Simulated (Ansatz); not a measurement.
Species: BSiH$_{3}$F, charge 0, doublet. BSiH3F (SMILES FB[SiH2], doublet).
B3LYP-D3(BJ)/def2-TZVP minimum from Ansatz (a program for electronic structure):
```xyz
6

B     -0.3778    -0.7293     0.3637
F      0.5103    -1.0435     1.3077
H     -1.3460    -1.4210     0.2516
Si    -0.0965     0.8242    -0.8032
H     -1.0709     1.1836    -1.8521
H      1.0638     1.7366    -0.7429
```
Charge 0, spin multiplicity 2.

Atomisation energy term by term, kcal/mol (programs: Ansatz). UHF or UKS for unpaired electrons; spin-orbit terms are left out. Cores are frozen in correlated methods. Rows without X2C or -DK are non-relativistic. CBS(X,Y): correlation extrapolated as X^-3, Hartree-Fock from the larger set. A bracket is a step between two methods taken in the basis named. 'core' is core correlation in cc-pwCVTZ (1s frozen past Ne), 'X2C' scalar relativity in cc-pVTZ-DK, both at CCSD(T). For partners of very few electrons the exact lower level stands in for a higher one.

```
term                                       basis  kcal/mol
------------------  ----------------------------  --------
Hartree-Fock                         cc-pV(Q+d)Z    357.38
CCSD correlation    CBS(cc-pV(T+d)Z,cc-pV(Q+d)Z)     95.52
(T)                 CBS(cc-pV(T+d)Z,cc-pV(Q+d)Z)      5.96
CCSDT(Q) - CCSD(T)                   cc-pV(D+d)Z      0.50
core correlation                       cc-pwCVTZ      1.09
scalar relativity                X2C, cc-pVTZ-DK     -0.81
sum: De                                              459.6
```
